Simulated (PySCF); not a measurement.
A structure optimised at PBE-D3(BJ)/def2-SVP, used in a PySCF frequency run:

```xyz
12

C      0.0000     1.2920     1.4126
C      0.0000     0.0000     0.6429
C      0.0000    -1.2920     1.4126
C      0.0000     0.0000    -0.7013
F      0.0000    -1.0918    -1.4664
F      0.0000     1.0918    -1.4664
H      0.8910     1.3562     2.0744
H      0.0000     2.1764     0.7491
H     -0.8910     1.3562     2.0744
H      0.0000    -2.1764     0.7491
H     -0.8910    -1.3562     2.0744
H      0.8910    -1.3562     2.0744
```

Q: Write its SMILES, formula and point group.

A: CC(C)=C(F)F, C₄H₆F₂, C2v

Q: What are its rotational constants (standard atomic weights)?

A: 4.7876, 3.1494, 1.9466 GHz
